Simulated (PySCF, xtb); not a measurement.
C3H7NOSi, SMILES C[C@@H]1[SiH2]N=CO1. One conformer was computed; it need not be the lowest.

Harmonic wavenumbers (cm⁻¹) from GFN2-xTB run with xtb at its own minimum, in rising order: 108, 206, 255, 338, 443, 474, 519, 555, 618, 651, 757, 782, 863, 902, 910, 993, 1059, 1117, 1142, 1226, 1275, 1300, 1402, 1484, 1501, 1628, 2314, 2326, 2931, 3016, 3021, 3030, 3042.

What does B3LYP-D3(BJ)/def2-SVP (PySCF) give at its own minimum? (Estimate from the structure and the level; the computed values follow.)

100, 241, 247, 352, 456, 509, 570, 669, 692, 746, 792, 826, 883, 980, 985, 993, 1048, 1127, 1131, 1254, 1335, 1359, 1395, 1455, 1476, 1685, 2231, 2236, 3028, 3064, 3115, 3116, 3127. Paired by order, the mean absolute difference is 48 cm⁻¹ and the zero-point energies are 60.3 and 61.8 kcal/mol.
